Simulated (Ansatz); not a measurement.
Harmonic vibrations of `[OH][Zr]([Cl])([Cl])[Cl]` by finite differences.

```yaml
crystal:
  periodic: [false, false, false]
  atoms:
    - {symbol: O, position_ang: [-0.512580, 0.298608, 1.339557]}
    - {symbol: Zr, position_ang: [0.148133, -0.092340, -0.374834]}
    - {symbol: Cl, position_ang: [2.028539, -1.464189, -0.177495]}
    - {symbol: Cl, position_ang: [-1.507032, -1.193056, -1.601970]}
    - {symbol: Cl, position_ang: [0.732194, 1.900645, -1.444522]}
    - {symbol: H, position_ang: [-0.847154, 0.486431, 2.213162]}
basis:
  gaussian: {orbitals: def2-TZVP}
hamiltonian: {xc: pbe0, dispersion: d4}
phonons: {temperatures: {t_min: 298.15, t_max: 900, t_step: 200}}
```

```sh
$ ansatz run in.yaml --threads 4 --pin off --events-out ev --progress --plain --max-ram 10444MiB
```

Shortened log:

```
Functional definition: PBE0
mean field -40907.64558974 eV, -1503.3282472250 hartree, gradient 7.0e-5 eV, S^2 0.000000; 0 other end points of the search recorded, 0 dependent functions left out
mean field -40907.64554255 eV, -1503.3282454907 hartree, gradient 2.5e-6 eV, S^2 0.000000; 0 other end points of the search recorded, 0 dependent functions left out
mean field -40907.64556407 eV, -1503.3282462816 hartree, gradient 2.5e-6 eV, S^2 0.000000; 0 other end points of the search recorded, 0 dependent functions left out
mean field -40907.64557482 eV, -1503.3282466765 hartree, gradient 2.5e-6 eV, S^2 0.000000; 0 other end points of the search recorded, 0 dependent functions left out
mean field -40907.64557460 eV, -1503.3282466685 hartree, gradient 2.2e-6 eV, S^2 0.000000; 0 other end points of the search recorded, 0 dependent functions left out
mean field -40907.64540003 eV, -1503.3282402532 hartree, gradient 2.5e-6 eV, S^2 0.000000; 0 other end points of the search recorded, 0 dependent functions left out
mean field -40907.64533885 eV, -1503.3282380049 hartree, gradient 2.5e-6 eV, S^2 0.000000; 0 other end points of the search recorded, 0 dependent functions left out
mean field -40907.64551155 eV, -1503.3282443513 hartree, gradient 2.5e-6 eV, S^2 0.000000; 0 other end points of the search recorded, 0 dependent functions left out
mean field -40907.64550600 eV, -1503.3282441474 hartree, gradient 2.5e-6 eV, S^2 0.000000; 0 other end points of the search recorded, 0 dependent functions left out
mean field -40907.64551291 eV, -1503.3282444015 hartree, gradient 2.5e-6 eV, S^2 0.000000; 0 other end points of the search recorded, 0 dependent functions left out
mean field -40907.64551188 eV, -1503.3282443636 hartree, gradient 2.5e-6 eV, S^2 0.000000; 0 other end points of the search recorded, 0 dependent functions left out
mean field -40907.64546763 eV, -1503.3282427375 hartree, gradient 2.5e-6 eV, S^2 0.000000; 0 other end points of the search recorded, 0 dependent functions left out
mean field -40907.64548507 eV, -1503.3282433782 hartree, gradient 2.5e-6 eV, S^2 0.000000; 0 other end points of the search recorded, 0 dependent functions left out
mean field -40907.64561592 eV, -1503.3282481870 hartree, gradient 2.5e-6 eV, S^2 0.000000; 0 other end points of the search recorded, 0 dependent functions left out
mean field -40907.64550025 eV, -1503.3282439360 hartree, gradient 2.5e-6 eV, S^2 0.000000; 0 other end points of the search recorded, 0 dependent functions left out
mean field -40907.64552957 eV, -1503.3282450138 hartree, gradient 3.0e-6 eV, S^2 0.000000; 0 other end points of the search recorded, 0 dependent functions left out
mean field -40907.64561442 eV, -1503.3282481318 hartree, gradient 1.1e-6 eV, S^2 0.000000; 0 other end points of the search recorded, 0 dependent functions left out
mean field -40907.64560002 eV, -1503.3282476027 hartree, gradient 2.1e-6 eV, S^2 0.000000; 0 other end points of the search recorded, 0 dependent functions left out
mean field -40907.64557460 eV, -1503.3282466685 hartree, gradient 2.1e-6 eV, S^2 0.000000; 0 other end points of the search recorded, 0 dependent functions left out
mean field -40907.64550925 eV, -1503.3282442670 hartree, gradient 2.5e-6 eV, S^2 0.000000; 0 other end points of the search recorded, 0 dependent functions left out
mean field -40907.64562020 eV, -1503.3282483441 hartree, gradient 2.5e-6 eV, S^2 0.000000; 0 other end points of the search recorded, 0 dependent functions left out
mean field -40907.64554400 eV, -1503.3282455438 hartree, gradient 2.9e-6 eV, S^2 0.000000; 0 other end points of the search recorded, 0 dependent functions left out
mean field -40907.64561127 eV, -1503.3282480162 hartree, gradient 2.9e-6 eV, S^2 0.000000; 0 other end points of the search recorded, 0 dependent functions left out
mean field -40907.64554221 eV, -1503.3282454782 hartree, gradient 2.7e-6 eV, S^2 0.000000; 0 other end points of the search recorded, 0 dependent functions left out
mean field -40907.64560785 eV, -1503.3282478904 hartree, gradient 2.8e-6 eV, S^2 0.000000; 0 other end points of the search recorded, 0 dependent functions left out
mean field -40907.64560096 eV, -1503.3282476372 hartree, gradient 2.4e-6 eV, S^2 0.000000; 0 other end points of the search recorded, 0 dependent functions left out
mean field -40907.64556892 eV, -1503.3282464597 hartree, gradient 2.5e-6 eV, S^2 0.000000; 0 other end points of the search recorded, 0 dependent functions left out
mean field -40907.64561945 eV, -1503.3282483168 hartree, gradient 2.5e-6 eV, S^2 0.000000; 0 other end points of the search recorded, 0 dependent functions left out
mean field -40907.64548932 eV, -1503.3282435345 hartree, gradient 2.5e-6 eV, S^2 0.000000; 0 other end points of the search recorded, 0 dependent functions left out
mean field -40907.64555059 eV, -1503.3282457862 hartree, gradient 2.6e-6 eV, S^2 0.000000; 0 other end points of the search recorded, 0 dependent functions left out
mean field -40907.64560554 eV, -1503.3282478056 hartree, gradient 2.7e-6 eV, S^2 0.000000; 0 other end points of the search recorded, 0 dependent functions left out
mean field -40907.64555761 eV, -1503.3282460442 hartree, gradient 2.9e-6 eV, S^2 0.000000; 0 other end points of the search recorded, 0 dependent functions left out
mean field -40907.64557843 eV, -1503.3282468093 hartree, gradient 2.6e-6 eV, S^2 0.000000; 0 other end points of the search recorded, 0 dependent functions left out
mean field -40907.64559289 eV, -1503.3282473405 hartree, gradient 2.5e-6 eV, S^2 0.000000; 0 other end points of the search recorded, 0 dependent functions left out
mean field -40907.64557215 eV, -1503.3282465785 hartree, gradient 2.6e-6 eV, S^2 0.000000; 0 other end points of the search recorded, 0 dependent functions left out
mean field -40907.64547046 eV, -1503.3282428413 hartree, gradient 2.5e-6 eV, S^2 0.000000; 0 other end points of the search recorded, 0 dependent functions left out
mean field -40907.64541910 eV, -1503.3282409539 hartree, gradient 2.5e-6 eV, S^2 0.000000; 0 other end points of the search recorded, 0 dependent functions left out
Total energy: -40907.82764954 eV, -1503.3349377991 hartree
Atom 0 at    -0.512580     0.298608     1.339557 Å, force     0.002422    -0.004039    -0.004898 eV/Å
Atom 1 at     0.148133    -0.092340    -0.374834 Å, force    -0.001705     0.001908     0.003964 eV/Å
Atom 2 at     2.028539    -1.464189    -0.177495 Å, force     0.000441    -0.000318     0.000471 eV/Å
Atom 3 at    -1.507032    -1.193056    -1.601970 Å, force    -0.000663    -0.000201     0.000055 eV/Å
Atom 4 at     0.732194     1.900645    -1.444522 Å, force    -0.000051     0.000601     0.000213 eV/Å
Atom 5 at    -0.847154     0.486431     2.213162 Å, force    -0.000443     0.002048     0.000195 eV/Å
Dipole moment:    -0.215680     0.123764     0.561722 e Å
Vibrations: 97.27 97.32 111.44 146.25 146.51 244.51 244.61 383.46 421.12 421.21 761.65 3981.37 cm⁻¹, zero-point energy 0.437459 eV
```

Hardware: 4 threads of an Arm Neoverse N1 on a shared host. Wall time 2.6 min, peak host memory 0.6 GiB.
